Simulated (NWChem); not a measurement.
SeCl$_{4}$; SMILES Cl[Se](Cl)(Cl)Cl

Results from NWChem. Pople sets run with spherical d functions. Coordinates come from a PBE0/def2-SVP optimisation. Static field.

### Question
Taking PBE0/def2-SVPD as the yardstick, which of these has the fewest basis functions while keeping “isotropic polarisability (bohr³)” within 10 % of it: PBE0/def2-SVP; PBE0/aug-cc-pVDZ; PBE0/6-31G*?

### Answer
PBE0/aug-cc-pVDZ.
| level | basis functions | isotropic polarisability (bohr³) | relative time (rough) |
|---|---|---|---|
| PBE0/6-31G* | 104 | 78.5 | 2 |
| PBE0/def2-SVP | 104 | 73.3 | 1 |
| PBE0/aug-cc-pVDZ | 144 | 99.9 | 10 |
| PBE0/def2-SVPD | 149 | 100.9 | 3 |

The yardstick is one finite set, not the basis-set limit.
